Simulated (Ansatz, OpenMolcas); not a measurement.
## SiSe (SMILES [Si][Se]): the HOMO–LUMO gap, rung by rung

SiSe: 2 atoms, total charge 0, spin state singlet. SMILES: `[Si][Se]`. The coordinates come from a PBE0-D4/def2-TZVP relaxation.

```xyz
2

Si    0.0000    0.0000    0.0314
Se    0.0000    0.0000    2.0931
```

Quantity: the HOMO–LUMO gap, in eV. The values are calculated.

| level | kind | program | value (eV) |
| --- | --- | --- | --- |
| BLYP/aug-cc-pVTZ | GGA | Ansatz | 3.52 |
| revPBE/aug-cc-pVTZ | GGA | Ansatz | 3.54 |
| r2SCAN/aug-cc-pVTZ | meta-GGA | OpenMolcas | 3.84 |
| BHLYP/aug-cc-pVTZ | global hybrid | OpenMolcas | 7.01 |
| M06-2X/aug-cc-pVTZ | hybrid meta-GGA | OpenMolcas | 7.03 |
| PBE0/aug-cc-pVTZ | global hybrid | Ansatz | 5.34 |
| CAM-B3LYP/aug-cc-pVTZ | range-separated hybrid | Ansatz | 7.56 |
| B2PLYP/aug-cc-pVTZ | double hybrid | OpenMolcas | 7.20 |

All-electron rows without a relativistic Hamiltonian named are non-relativistic. The values span 3.52 to 7.56 eV. Orbital gaps aren't excitation energies, and those of double hybrids come from the SCF part alone; they tend to grow with the share of exact exchange.
